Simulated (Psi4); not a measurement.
F₂O (SMILES FOF), singlet, geometry from GFN2-xTB; Psi4 with B3LYP/6-31G.

Psi4 was given this input:
```
memory 2 GB

molecule mol {
0 1
F     0.018890    1.091872   -0.247236
O    -0.022432   -0.002760    0.568977
F     0.001050   -1.089418   -0.258521
}

set {
  basis 6-31g
  reference rks
  soscf true
}

energy('b3lyp')
print_variables()
```

What the program printed (banner, timings and long lists left out):

```
   => Loading Basis Set <=

    Name: 6-31G
    Role: ORBITAL
    Keyword: BASIS

         ---------------------------------------------------------
                                   SCF
               by Justin Turney, Rob Parrish, Andy Simmonett
                          and Daniel G. A. Smith
                              RKS Reference
         ---------------------------------------------------------

  ==> Geometry <==

    Molecular point group: cs
    Full point group: Cs

    Geometry (in Angstrom), charge = 0, multiplicity = 1:

       Center              X                  Y                   Z               Mass
    ------------   -----------------  -----------------  -----------------  -----------------
         F            0.238374731670     1.091864437299     0.000000000000    18.998403162730
         O           -0.578832161907    -0.002805959472     0.000000000000    15.994914619570
         F            0.248948909662    -1.089502076537     0.000000000000    18.998403162730

  Running in cs symmetry.

  Rotational constants: A =      2.21370  B =      0.37294  C =      0.31917 [cm^-1]
  Rotational constants: A =  66365.08948  B =  11180.53554  C =   9568.52487 [MHz]
  Nuclear repulsion =   75.431358036250401

  Charge       = 0
  Multiplicity = 1
  Electrons    = 26
  Nalpha       = 13
  Nbeta        = 13

  ==> Algorithm <==

  SCF Algorithm Type is DF.
  DIIS enabled.
  MOM disabled.
  Fractional occupation disabled.
  Guess Type is SAD.
  Energy threshold   = 1.00e-06
  Density threshold  = 1.00e-06
  Integral threshold = 1.00e-12

  ==> Primary Basis <==

  Basis Set: 6-31G
    Blend: 6-31G
    Number of shells: 15
    Number of basis functions: 27
    Number of Cartesian functions: 27
    Spherical Harmonics?: false
    Max angular momentum: 1

  ==> DFT Potential <==

   => LibXC <=

    Version 7.1.2
    S. Lehtola, C. Steigemann, M. J. T. Oliveira, and M. A. L. Marques,  SoftwareX 7, 1–5 (2018) (10.1016/j.softx.2017.11.002)

   => Composite Functional: B3LYP <=

    B3LYP Hyb-GGA Exchange-Correlation Functional

    P. J. Stephens, F. J. Devlin, C. F. Chabalowski, and M. J. Frisch,  J. Phys. Chem. 98, 11623 (1994) (10.1021/j100096a001)

    Deriv               =              1
    GGA                 =           TRUE
    Meta                =          FALSE

    Exchange Hybrid     =           TRUE
    MP2 Hybrid          =          FALSE

   => Exchange Functionals <=

    0.0800   Slater exchange
    0.7200         Becke 88

   => Exact (HF) Exchange <=

    0.2000               HF

   => Correlation Functionals <=

    0.1900   Vosko, Wilk & Nusair (VWN5_RPA)
    0.8100   Lee, Yang & Parr

   => LibXC Density Thresholds  <==

    XC_HYB_GGA_XC_B3LYP:  1.00E-15

   => Molecular Quadrature <=

    Radial Scheme          =       TREUTLER
    Pruning Scheme         =           NONE
    Nuclear Scheme         =       TREUTLER

    Blocking Scheme        =         OCTREE
    BS radius alpha        =              1
    Pruning alpha          =              1
    Radial Points          =             75
    Spherical Points       =            302
    Total Points           =          63973
    Total Blocks           =            550
    Max Points             =            255
    Max Functions          =             26
    Weights Tolerance      =       1.00E-15

   => Loading Basis Set <=

    Name: (6-31G AUX)
    Role: JKFIT
    Keyword: DF_BASIS_SCF

  ==> Integral Setup <==

  SCF_SUBTYPE=INCORE selected. In-core MEM_DF algorithm will be used.
  Using in-core AOs.

  ==> MemDFJK: Density-Fitted J/K Matrices <==

    J tasked:                   Yes
    K tasked:                   Yes
    wK tasked:                   No
    Algorithm:                 Core
    Schwarz Cutoff:           1E-12
    Mask sparsity (%):       0.2743
    Fitting Condition:        1E-10

   => Auxiliary Basis Set <=

  Basis Set: (6-31G AUX)
    Blend: CC-PVDZ-JKFIT
    Number of shells: 72
    Number of basis functions: 243
    Number of Cartesian functions: 243
    Spherical Harmonics?: false
    Max angular momentum: 3

  Minimum eigenvalue in the overlap matrix is 3.5404397593E-02.
  Reciprocal condition number of the overlap matrix is 1.2056445274E-02.
    Using symmetric orthogonalization.

  ==> Pre-Iterations <==

  SCF Guess: Superposition of Atomic Densities via on-the-fly atomic UHF (no occupation information).

   -------------------------
    Irrep   Nso     Nmo
   -------------------------
     A'        21      21
     A"         6       6
   -------------------------
    Total      27      27
   -------------------------

  ==> Iterations <==

                           Total Energy        Delta E     RMS |[F,P]|

   @DF-RKS iter SAD:  -274.31385737956793   -2.74314e+02   0.00000e+00
   @DF-RKS iter   1:  -274.56014862829551   -2.46291e-01   1.10537e-02 DIIS/ADIIS
   @DF-RKS iter   2:  -274.52389709495594    3.62515e-02   1.96906e-02 DIIS/ADIIS
   @DF-RKS iter   3:  -274.58553048297301   -6.16334e-02   2.63349e-03 DIIS/ADIIS
   @DF-RKS iter   4:  -274.58672952269450   -1.19904e-03   4.74821e-04 SOKS, nmicro=4
   @DF-RKS iter   5:  -274.58677141267179   -4.18900e-05   2.22125e-06 SOKS, nmicro=5
   @DF-RKS iter   6:  -274.58677141602584   -3.35405e-09   1.92002e-08 SOKS, nmicro=conv
  Energy and wave function converged.

  ==> Post-Iterations <==

   Electrons on quadrature grid:
      Ntotal   =   26.0000020657 ; deviation = 2.066e-06

    Orbital Energies [Eh]
    ---------------------

    Doubly Occupied:

[...]
       3App   -0.334019

    Virtual:

[...]
    Final Occupation by Irrep:
             Ap   App
    DOCC [    10,    3 ]
    NA   [    10,    3 ]
    NB   [    10,    3 ]

  @DF-RKS Final Energy:  -274.58677141602584

   => Energetics <=

    Nuclear Repulsion Energy =             75.4313580362504013
    One-Electron Energy =                -531.0664675858095052
    Two-Electron Energy =                 204.7946817258145416
    DFT Exchange-Correlation Energy =     -23.7463435922813062
    Empirical Dispersion Energy =           0.0000000000000000
    VV10 Nonlocal Energy =                  0.0000000000000000
    Total Energy =                       -274.5867714160258402

Computation Completed

Properties will be evaluated at   0.000000,   0.000000,   0.000000 [a0]

Properties computed using the SCF density matrix

 Multipole Moments:

 ------------------------------------------------------------------------------------
     Multipole            Electronic (a.u.)      Nuclear  (a.u.)        Total (a.u.)
 ------------------------------------------------------------------------------------

 L = 1.  Multiply by 2.5417464519 to convert [e a0] to [Debye]
 Dipole X            :          0.4091111           -0.4625001           -0.0533890
 Dipole Y            :          0.0019831           -0.0022420           -0.0002589
 Dipole Z            :          0.0000000            0.0000000            0.0000000
 Magnitude           :                                                    0.0533896

 ------------------------------------------------------------------------------------

  Variable Map:
  ----------------------------------------------------------------------------
[...]
  Array Variable Map:
  ----------------------------------------------------------------------------
[...]
[...]
```
